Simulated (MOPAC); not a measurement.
Input for MOPAC: PM6 on WC, 2S+1 = 3, a spin state set in the input, which need not be the lowest, a point of a bond scan (R = 1.577 Å).

```
PM6 1SCF PRECISE CHARGE=0 UHF MS=1 THREADS=1
CW

W      0.00000000 1     0.00000000 1     0.00000000 1
C      0.00000000 1     0.00000000 1     1.57730500 1
```

Program output:

```
*******************************************************************************
 **                                                                           **
 **                              MOPAC v23.2.5                                **
 **                                                                           **
 *******************************************************************************
 ** MOPAC's Digital Object Identifier: https://doi.org/10.5281/zenodo.6511958 **
 **                                                                           **
 ** Please cite the open-source release paper for use of this MOPAC version:  **
 ** J. E. Moussa and J. J. P. Stewart (2026)                                  **
 ** MOPAC: An open-source semiempirical molecular orbital program             **
 ** J. Open Source Softw., 11(119), 8025, https://doi.org/10.21105/joss.08025 **
 *******************************************************************************

                              PM6 CALCULATION RESULTS

 *******************************************************************************
 *  PM6        - The PM6 Hamiltonian to be used
 *  UHF        - UNRESTRICTED HARTREE-FOCK CALCULATION
 *
 *
 *
 *                 CHARGE ON SYSTEM = 0
 *
 *
 *
 *  MS=        - IN MECI, MAGNETIC COMPONENT OF SPIN =  1.0
 *  PRECISE    - TIGHTER CRITERIA TO BE USED
 *  1SCF       - DO 1 SCF AND THEN STOP
 *  THREADS=1  - MULTI-THREADING NOT USED
 *  T=         - A TIME OF 172800.0 SECONDS REQUESTED
 *  DUMP=N     - RESTART FILE WRITTEN EVERY 7200.0 SECONDS REQUESTED
 *******************************************************************************
PM6 1SCF PRECISE CHARGE=0 UHF MS=1 THREADS=1
 CW

   ATOM   CHEMICAL          X               Y               Z
  NUMBER   SYMBOL      (ANGSTROMS)     (ANGSTROMS)     (ANGSTROMS)

     1       W          0.00000000  *   0.00000000  *   0.00000000  *
     2       C          0.00000000  *   0.00000000  *   1.57730500  *



          CARTESIAN COORDINATES

    NO.       ATOM           X           Y           Z

     1         W          0.0000      0.0000      0.0000
     2         C          0.0000      0.0000      1.5773

 General Reference for PM6:
 "Optimization of Parameters for Semiempirical Methods V: Modification of NDDO Approximations
 and Application to 70 Elements", J. J. P. Stewart, J. Mol. Mod., 13, 1173-1213 (2007)
 URL: https://link.springer.com/article/10.1007/s00894-007-0233-4

           Empirical Formula: C W  =     2 atoms



      MOLECULAR POINT GROUP   :   C*v


          UHF CALCULATION, NO. OF ALPHA ELECTRONS =    6
                           NO. OF BETA  ELECTRONS =    4

 -------------------------------------------------------------------------------
 PM6 1SCF PRECISE CHARGE=0 UHF MS=1 THREADS=1
 CW



     1SCF WAS SPECIFIED, SO BFGS WAS NOT USED
     SCF FIELD WAS ACHIEVED


                              PM6 CALCULATION
                                                       MOPAC v23.2.5 Linux




          FINAL HEAT OF FORMATION =        191.10626 KCAL/MOL =     799.58859 KJ/MOL


          COSMO AREA              =         91.76 SQUARE ANGSTROMS
          COSMO VOLUME            =         80.63 CUBIC ANGSTROMS

          IONIZATION POTENTIAL    =          6.090962 EV
          ALPHA SOMO LUMO (EV)    =         -6.091  1.791
          BETA  SOMO LUMO (EV)    =         -6.909  2.407
          NO. OF ALPHA ELECTRONS  =          6
          NO. OF BETA  ELECTRONS  =          4
          MOLECULAR WEIGHT        =        195.8610         POINT GROUP:  C*v

          MOLECULAR DIMENSIONS (Angstroms)

            Atom       Atom       Distance
            C     2    W     1     1.57730
            C     2    W     1     0.00000
            W     1    C     2     0.00000


          SCF CALCULATIONS        =          1





   ATOM   CHEMICAL          X               Y               Z
  NUMBER   SYMBOL      (ANGSTROMS)     (ANGSTROMS)     (ANGSTROMS)

     1       W          0.00000000  *   0.00000000  *   0.00000000  *
     2       C          0.00000000  *   0.00000000  *   1.57730500  *

                             CARTESIAN COORDINATES

   1    W        0.000000000     0.000000000     0.000000000
   2    C        0.000000000     0.000000000     1.577305000


           Empirical Formula: C W  =     2 atoms



      MOLECULAR POINT GROUP   :   C*v


          ALPHA EIGENVALUES
 -18.99178  -8.34038  -8.34038  -7.91944  -6.09096  -6.09096   1.79066   1.81049
   1.81049   4.01492   5.82846   5.82846  10.30888


           BETA EIGENVALUES
 -19.37803  -7.32757  -7.32757  -6.90906   2.40659   3.74053   4.00146   4.00146
   4.40617   4.40617   6.43479   6.43479  10.33583


              NET ATOMIC CHARGES AND DIPOLE CONTRIBUTIONS

  ATOM NO.   TYPE          CHARGE      No. of ELECS.   s-Pop       p-Pop       d-Pop
    1          W          -0.954236        6.9542     1.41022     0.35415     5.18987
    2          C           0.954236        3.0458     1.33519     1.71057
 DIPOLE           X         Y         Z       TOTAL
 POINT-CHG.     0.000     0.000     7.229     7.229
 HYBRID         0.000     0.000    -8.050     8.050
 SUM            0.000     0.000    -0.820     0.820


          ATOMIC ORBITAL ELECTRON POPULATIONS

     Atom    s        px        py        pz      x^2-y^2     xz        z^2       yz        xy
    1  W   1.41022   0.11373   0.11373   0.12669   1.00000   1.30400   0.58187   1.30400   1.00000
    2  C   1.33519   0.58227   0.58227   0.54602


                    (SZ)    =    1.000000
                    (S**2)  =    2.365570


          ATOMIC ORBITAL SPIN POPULATIONS

    Atom   Total    s     px     py     pz   x^2-y^2  xz     z^2    yz     xy
         Atomic
    1  W  2.6363  0.037  0.089  0.089  0.002  1.000  0.059  0.302  0.059  1.000
    2  C -0.6363 -0.093 -0.148 -0.148 -0.248

 **********************
 *                    *
 * JOB ENDED NORMALLY *
 *                    *
 **********************




 == MOPAC DONE ==
```

The run finished. Its determinant has ⟨S²⟩ = 2.37, a mixture of spin states.

Cost: around 0.03 core-seconds (rough).
